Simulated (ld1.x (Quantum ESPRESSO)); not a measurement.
An all-electron radial function and its pseudo partner (praseodymium (Pr))

Columns: radius, all-electron u(r) and pseudo u(r) of the 5s shell (level -42.17 eV) of praseodymium in the configuration [Kr] 4d10 4f2 5s2 5p6 5d1 6s2 6p0; PBE, scalar-relativistic, RRKJ scheme, ld1.x (Quantum ESPRESSO) 7.5.

```csv
r (bohr),all-electron,pseudo
0.192,0.3517,0.0339
0.385,-0.3395,0.0821
0.578,-0.4382,0.2015
0.770,0.1137,0.4325
0.962,0.6292,0.7176
1.155,0.9072,0.9281
1.348,0.9776,0.9843
1.540,0.9200,0.9203
1.732,0.8010,0.8010
1.925,0.6628,0.6628
2.118,0.5300,0.5300
2.310,0.4144,0.4144
2.502,0.3185,0.3185
2.695,0.2414,0.2414
2.888,0.1812,0.1812
3.080,0.1353,0.1353
3.272,0.1004,0.1004
3.465,0.0742,0.0742
3.658,0.0545,0.0545
3.850,0.0400,0.0400
4.043,0.0293,0.0293
4.235,0.0214,0.0214
4.428,0.0156,0.0156
4.620,0.0114,0.0114
4.812,0.0082,0.0082
5.005,0.0060,0.0060
```

**Question.** How many radial nodes do the two functions have?

**Answer.** The all-electron 5s function has n − l − 1 = 4 (the table is too coarse to show those close to the nucleus); the pseudo-wave has 0, since the states of the same l below it are removed with the core.

**Question.** At about which radius was the pseudo-wave matched?

**Answer.** 1.60 bohr, where the columns begin to agree (steps of 0.19 bohr).

**Question.** Is the pseudo-wave norm-conserving?

**Answer.** Yes: the RRKJ scheme keeps the norm inside the radius equal to the all-electron one, which fixes the energy derivative of the logarithmic derivative at the level.
